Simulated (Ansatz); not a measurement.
One change: `CO[SiH2]CF` becomes `CN[SiH2]OC`.

Ansatz, PBE0-D4/def2-TZVP geometries, multiplicity 1. Each molecule was computed in one conformer, which needn't be the lowest.

| property | `CO[SiH2]CF` |
| --- | --- |
| LUMO energy (PBE0/def2-TZVPP) / eV | 0.45 |
| HOMO–LUMO gap (B3LYP/def2-TZVPP) / eV | 7.98 |
| HOMO–LUMO gap (ωB97M-V/def2-TZVPP) / eV | 12.47 |
| HOMO energy (PBE/def2-TZVPP) / eV | -6.47 |
| LUMO energy (ωB97M-V/def2-TZVPP) / eV | 2.16 |
| size of the dipole moment (ωB97M-V/def2-TZVPP) / D | 0.39 |

Give the same properties after the change, and the shifts. (Estimate.)

Computed: 
```tsv
property	`CN[SiH2]OC`	shift
LUMO energy (PBE0/def2-TZVPP) / eV	0.80	0.35
HOMO–LUMO gap (B3LYP/def2-TZVPP) / eV	7.22	-0.76
HOMO–LUMO gap (ωB97M-V/def2-TZVPP) / eV	11.58	-0.89
HOMO energy (PBE/def2-TZVPP) / eV	-5.56	0.91
LUMO energy (ωB97M-V/def2-TZVPP) / eV	2.27	0.11
size of the dipole moment (ωB97M-V/def2-TZVPP) / D	1.93	1.54
```

With PBE0 the HOMO rises by 1.04 eV and the LUMO rises by 0.35 eV, so the gap narrows by about 0.69 eV. PBE moves the HOMO by 0.91 eV and ωB97M-V by 1.00 eV. Dipoles are sizes alone; their direction can turn.

B3LYP here is the variant with VWN-RPA as its local correlation; programs differ in this.
